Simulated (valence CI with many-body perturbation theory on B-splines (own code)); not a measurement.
**Ga XXVII: calculated level list**

Computed by configuration interaction combined with many-body perturbation theory (CI+MBPT): three valence electrons over a frozen Dirac-Fock core [He], a basis of 11 s, 11 p, 10 d, 8 f, 5 g, 2 h functions for each j, with the one-electron correlation potential Σ1, the two-electron term Σ2, the three-electron term Σ3, Breit, model QED; selected CI, second order for the rest, scaled by the run's own slope (own B-spline code, finite nucleus).

The last digits are not significant, and no measured levels were compared; by estimate large intervals hold to a few tenths of a per cent, small ones and those within an open d or f shell to about a per cent.

Levels 181 to 207 of 207, with energies above the lowest level, 2s2.2p 2P°_1/2. "Leading %" is the weight of the configuration and term that name the level; weights of strongly mixed levels are sums over their largest components and can fall short. In the jj column 3d3/2^4 stands for four electrons in 3d with j = 3/2.

| No. | Configuration | Term | J | E (Ry) | Leading % | Second component | Leading jj | g |
| --- | --- | --- | --- | --- | --- | --- | --- | --- |
| 181 | 2s.2p.4f | 4D | 3/2 | 157.90 | 65 | 26 % 2s.2p.4f 4F | 2s 2p3/2 4f5/2 (100 %) | 0.955 |
| 182 | 2s.2p.4f | 2G | 9/2 | 157.93 | 85 | 8 % 2s.2p.4f 4F | 2s 2p3/2 4f5/2 (65 %) | 1.131 |
| 183 | 2s.2p.4f | 4D | 1/2 | 157.94 | 100 |  | 2s 2p3/2 4f5/2 (100 %) | 0.003 |
| 184 | 2s.2p.4f | 4D | 5/2 | 157.94 | 35 | 32 % 2s.2p.4f 2F | 2s 2p3/2 4f7/2 (100 %) | 1.138 |
| 185 | 2s.2p.4f | 2D | 3/2 | 158.01 | 77 | 19 % 2s.2p.4f 4D | 2s 2p3/2 4f7/2 (100 %) | 0.865 |
| 186 | 2s.2p.4s | 2P° | 1/2 | 158.60 | 96 |  | 2s 2p3/2 4s (86 %) | 0.699 |
| 187 | 2s.2p.4s | 2P° | 3/2 | 158.62 | 94 | 5 % 2s.2p.4s 4P° | 2s 2p3/2 4s (86 %) | 1.349 |
| 188 | 2s.2p.4p | 2D | 3/2 | 159.43 | 79 | 16 % 2s.2p.4p 2P | 2s 2p3/2 4p1/2 (87 %) | 0.905 |
| 189 | 2s.2p.4p | 2P | 1/2 | 159.44 | 76 | 17 % 2s.2p.4p 2S | 2s 2p3/2 4p1/2 (84 %) | 0.949 |
| 190 | 2s.2p.4p | 2D | 5/2 | 159.64 | 94 |  | 2s 2p3/2 4p3/2 (86 %) | 1.211 |
| 191 | 2s.2p.4p | 2P | 3/2 | 159.73 | 77 | 19 % 2s.2p.4p 2D | 2s 2p3/2 4p3/2 (87 %) | 1.248 |
| 192 | 2s.2p.4p | 2S | 1/2 | 159.77 | 72 | 18 % 2s.2p.4p 2P | 2s 2p3/2 4p3/2 (82 %) | 1.765 |
| 193 | 2s.2p.4d | 2D° | 3/2 | 160.35 | 93 |  | 2s 2p3/2 4d3/2 (80 %) | 0.810 |
| 194 | 2s.2p.4d | 2F° | 5/2 | 160.36 | 86 | 8 % 2s.2p.4d 2D° | 2s 2p3/2 4d3/2 (87 %) | 0.895 |
| 195 | 2s.2p.4d | 2F° | 7/2 | 160.38 | 94 |  | 2s 2p3/2 4d5/2 (86 %) | 1.150 |
| 196 | 2p2.4s | 4P | 1/2 | 160.40 | 61 | 23 % 2p2.4s 2P | 2p1/2^2 4s (87 %) | 2.084 |
| 197 | 2s.2p.4d | 2D° | 5/2 | 160.45 | 86 | 11 % 2s.2p.4d 2F° | 2s 2p3/2 4d5/2 (88 %) | 1.171 |
| 198 | 2s.2p.4d | 2P° | 1/2 | 160.48 | 93 | 4 % 2s.2p.4d 4D° | 2s 2p3/2 4d3/2 (86 %) | 0.650 |
| 199 | 2s.2p.4d | 2P° | 3/2 | 160.56 | 93 |  | 2s 2p3/2 4d5/2 (80 %) | 1.325 |
| 200 | 2s.2p.4f | 2F | 5/2 | 160.74 | 93 |  | 2s 2p3/2 4f5/2 (84 %) | 0.859 |
| 201 | 2s.2p.4f | 2F | 7/2 | 160.77 | 92 |  | 2s 2p3/2 4f7/2 (80 %) | 1.141 |
| 202 | 2s.2p.4f | 2G | 7/2 | 160.82 | 94 |  | 2s 2p3/2 4f5/2 (79 %) | 0.897 |
| 203 | 2s.2p.4f | 2G | 9/2 | 160.86 | 95 |  | 2s 2p3/2 4f7/2 (87 %) | 1.116 |
| 204 | 2s.2p.4f | 2D | 3/2 | 160.89 | 95 |  | 2s 2p3/2 4f5/2 (86 %) | 0.789 |
| 205 | 2s.2p.4f | 2D | 5/2 | 160.93 | 94 |  | 2s 2p3/2 4f7/2 (83 %) | 1.193 |
| 206 | 2p2.4p | 4D° | 1/2 | 161.06 | 51 | 26 % 2p2.4p 2P° | 2p1/2^2 4p1/2 (90 %) | 0.664 |
| 207 | 2p2.4p | 4D° | 3/2 | 161.45 | 31 | 26 % 2p2.4p 4P° | 2p1/2^2 4p3/2 (90 %) | 1.344 |

Names give the largest LS component (configuration and term), which can be under half, so a name can repeat, a term be missing and a line seem to break the LS rules; names also repeat where a configuration has a term twice.
